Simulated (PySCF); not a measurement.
## Circular dichroism: `C[C@H]1CC[Si@@H](Cl)C1`, C$_{5}$H$_{11}$ClSi

Molfile (atoms numbered from 1):
```
C5H11ClSi
     RDKit          3D

 18 18  0  0  0  0  0  0  0  0999 V2000
    2.0754   -0.6787    0.3519 C   0  0  0  0  0  0  0  0  0  0  0  0
    0.7355   -0.3070   -0.2706 C   0  0  1  0  0  0  0  0  0  0  0  0
   -0.4323   -1.0470    0.3867 C   0  0  0  0  0  0  0  0  0  0  0  0
   -1.7404   -0.5200   -0.2133 C   0  0  0  0  0  0  0  0  0  0  0  0
   -1.4313    1.3475   -0.4432 Si  0  0  1  0  0  4  0  0  0  0  0  0
   -2.3445    2.4791    0.9638 Cl  0  0  0  0  0  0  0  0  0  0  0  0
    0.4449    1.1964   -0.1589 C   0  0  0  0  0  0  0  0  0  0  0  0
    2.2654   -1.7446    0.2431 H   0  0  0  0  0  0  0  0  0  0  0  0
    2.8851   -0.1347   -0.1296 H   0  0  0  0  0  0  0  0  0  0  0  0
    2.0821   -0.4365    1.4130 H   0  0  0  0  0  0  0  0  0  0  0  0
    0.7538   -0.5768   -1.3326 H   0  0  0  0  0  0  0  0  0  0  0  0
   -0.4163   -0.8451    1.4604 H   0  0  0  0  0  0  0  0  0  0  0  0
   -0.3384   -2.1256    0.2478 H   0  0  0  0  0  0  0  0  0  0  0  0
   -2.5883   -0.7674    0.4231 H   0  0  0  0  0  0  0  0  0  0  0  0
   -1.9170   -1.0000   -1.1760 H   0  0  0  0  0  0  0  0  0  0  0  0
   -1.8146    1.8654   -1.7560 H   0  0  0  0  0  0  0  0  0  0  0  0
    1.0555    1.7599   -0.8620 H   0  0  0  0  0  0  0  0  0  0  0  0
    0.7166    1.5414    0.8407 H   0  0  0  0  0  0  0  0  0  0  0  0
  1  2  1  0
  2  3  1  0
  3  4  1  0
  4  5  1  0
  5  6  1  0
  5  7  1  0
  7  2  1  0
  1  8  1  0
  1  9  1  0
  1 10  1  0
  2 11  1  6
  3 12  1  0
  3 13  1  0
  4 14  1  0
  4 15  1  0
  5 16  1  6
  7 17  1  0
  7 18  1  0
M  END
```

Theory: TDDFT PBE0/def2-SVPD circular dichroism and optical rotation, one conformer, gas phase (PySCF). Geometry: GFN2-xTB.

States above about 8.0 eV (minus the energy of the highest occupied orbital) lie near or above the ionisation threshold and depend on the basis.

(1) What are the CIP labels of the stereocentres?

(2) List the lowest 16 singlet excitations with oscillator and rotatory strengths.

Answers

(1) C2 S, Si5 R.

(2) Rotatory strengths R in 10⁻⁴⁰ esu² cm², velocity form and length form (origin at the centre of mass); f in length form.
| state | E (eV) | λ (nm) | f | R (velocity) | R (length) | main |
| --- | --- | --- | --- | --- | --- | --- |
| 1 | 7.18 | 173 | 0.002 | -2.8 | -3.4 | HOMO→LUMO+1 0.61, HOMO→LUMO 0.35 |
| 2 | 7.43 | 167 | 0.029 | -11.4 | -10.9 | HOMO→LUMO 0.61, HOMO→LUMO+1 0.35 |
| 3 | 7.61 | 163 | 0.014 | +2.2 | +2.5 | HOMO−1→LUMO+1 0.68, HOMO−1→LUMO 0.28 |
| 4 | 7.80 | 159 | 0.111 | +41.9 | +41.2 | HOMO→LUMO+2 0.93 |
| 5 | 7.91 | 157 | 0.015 | +40.9 | +39.3 | HOMO−1→LUMO 0.64, HOMO−1→LUMO+1 0.26 |
| 6 | 8.07 | 154 | 0.035 | -34.6 | -35.5 | HOMO−1→LUMO+2 0.48, HOMO→LUMO+3 0.27 |
| 7 | 8.11 | 153 | 0.005 | +3.6 | +3.5 | HOMO→LUMO+3 0.55, HOMO−1→LUMO+2 0.34 |
| 8 | 8.27 | 150 | 0.006 | +16.4 | +16.0 | HOMO→LUMO+4 0.74, HOMO→LUMO+3 0.14 |
| 9 | 8.51 | 146 | 0.002 | -14.8 | -13.7 | HOMO−2→LUMO 0.72, HOMO→LUMO+5 0.20 |
| 10 | 8.54 | 145 | 0.029 | +49.9 | +52.3 | HOMO−1→LUMO+3 0.39, HOMO→LUMO+5 0.35 |
| 11 | 8.62 | 144 | 0.021 | +0.7 | +0.9 | HOMO−3→LUMO 0.34, HOMO−2→LUMO+1 0.21 |
| 12 | 8.64 | 144 | 0.026 | +3.8 | +3.1 | HOMO→LUMO+6 0.30, HOMO−1→LUMO+3 0.19 |
| 13 | 8.65 | 143 | 0.0005 | -3.2 | -4.2 | HOMO−3→LUMO 0.45, HOMO−2→LUMO+1 0.30 |
| 14 | 8.69 | 143 | 0.012 | -12.4 | -12.3 | HOMO→LUMO+6 0.32, HOMO−2→LUMO+1 0.26 |
| 15 | 8.75 | 142 | 0.019 | +19.9 | +19.9 | HOMO−1→LUMO+4 0.42, HOMO−3→LUMO 0.15 |
| 16 | 8.81 | 141 | 0.008 | -23.4 | -22.2 | HOMO−3→LUMO+1 0.84 |

Among the states computed, the strongest CD band (largest |R|) is state 10. The largest dissymmetry factor in size, g = 4R/(D+G), with D and G the electric and magnetic dipole strengths, is -0.098 for state 9 (velocity form, f = 0.002), among bands with |R| over 0.5. The mirror image has the same energies and oscillator strengths and all R with the opposite sign.
